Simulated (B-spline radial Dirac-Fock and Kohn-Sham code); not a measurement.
Z = 53 (iodine), transition energy 317 keV. Method: a Dirac-Hartree-Slater potential of the neutral atom with a Latter tail (no hole, which puts coefficients of high multipoles low close above an edge), finite nucleus with surface currents. Computed with a radial atomic solver. Subshells that would emit electrons below 1 keV are left out.

**Question.** A pure transition shows α(K) = 1.48, L1/L2 = 5.13 and L1/L3 = 2.98. What is its multipolarity?
A. M1
B. M4
C. E3
D. M2
E. E1
F. E4
G. M3
H. E2

**Answer.** B. For comparison, α(K), L1/L2, L1/L3 are E1 0.00748, 17.0, 13.1; E2 0.0280, 3.47, 4.23; E3 0.0931, 1.05, 1.65; E4 0.299, 0.452, 0.806; M1 0.0281, 18.8, 75.5; M2 0.116, 11.0, 23.0; M3 0.417, 7.14, 6.65.
